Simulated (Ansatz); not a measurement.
`BC[SiH](O)F` + `C[C@H]1C[Si@H]1Cl` → `B[C@H]1C[Si@H]1Cl` + `CC[SiH](O)F`  (redistribution)

Gas-phase electronic energies from Ansatz, PBE0-D4/def2-TZVP geometries. CCSD(T)/CBS is the MP2 limit (def2-TZVPP, def2-QZVPP) plus CCSD(T) − MP2 in def2-TZVPP, frozen cores. Functionals use def2-TZVPP. Each species was taken in one conformer, which may not be the lowest.

| level | ΔE (kcal/mol) |
| --- | --- |
| PBE0-D4 | -5.3 |
| ωB97M-V | -4.9 |
| B2PLYP | -4.9 |
| r2SCAN | -5.2 |
| HF/def2-TZVPP | -2.8 |
| CCSD(T)/def2-TZVPP | -5.0 |
| MP2/def2-QZVPP | -5.4 |
| HF/CBS(def2) | -2.7 |

Task: What does CCSD(T)/CBS give? (Best estimate.)

Result: Computed: -5.0 kcal/mol. The listed levels differ from it by -0.3, 0.1, 0.1, -0.2, 2.2, 0.0, -0.4, 2.3 kcal/mol.

Largest T1 diagnostic among the species: 0.012.

In def2-TZVPP, CCSD(T) changes the Hartree–Fock value by −2.2 kcal/mol (the triples alone add −0.5 kcal/mol) and MP2 by −2.6 kcal/mol.
